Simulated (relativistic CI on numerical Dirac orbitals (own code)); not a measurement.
## Ti3+: what numerical and physical settings do to a radial Dirac CI calculation

Reference input:

```
atom Ti  Z=22  charge=3  electrons=19
nucleus A=48  rms_radius_fm=3.5921
hamiltonian dirac-coulomb  breit=on  qed=on  c_scale=1
orbitals kli  potential=per-configuration
slater_scale 1
correlation none
mixing on
grid step=0.0125 r_max=37.3
scf mixing=0.4 start=green max_iterations=150 tolerance=2e-08 node_fill=0.05
configurations
  [Ar] 3d
  [Ar] 4s
  [Ar] 4p
  [Ne] 3s2 3p5 3d2
  [Ar] 4d
end
```

Computed lowest total energy -850.75330 Ha, first excitation 347.7 cm⁻¹, 53 SCF steps. Runs with settings changed; * marks those that are bad on purpose:

```
                                 Changed        Outcome   Lowest level    ΔE (Ha)  First excitation (cm⁻¹)  SCF steps                                         Message
                        Slater scale 0.6      converged  3p6 3d 2D_3/2          0                    347.7         53                                                
           end of the grid at 26.11 bohr      converged  3p6 3d 2D_3/2   5.68e-13                    347.7         53                                                
           end of the grid at 55.95 bohr      converged  3p6 3d 2D_3/2  -1.14e-13                    347.7         53                                                
nuclear radius 3.9513 fm, Breit term off      converged  3p6 3d 2D_3/2     -0.265                    405.5         53                                                
                        grid step 0.15 *      converged  3p6 3d 2D_3/2   0.000236                    347.6         53     orbitals of one symmetry overlap by 4.3e-05
                     iteration limit 2 *  not converged                                                             2  SCF of 1s2 2s2 2p6 3s2 3p6 3d did not converge
```

With so few configurations and no correlation, terms lie too far apart (by 10 to 50 % near neutrality), their order can be wrong, and levels of other configurations are missing.
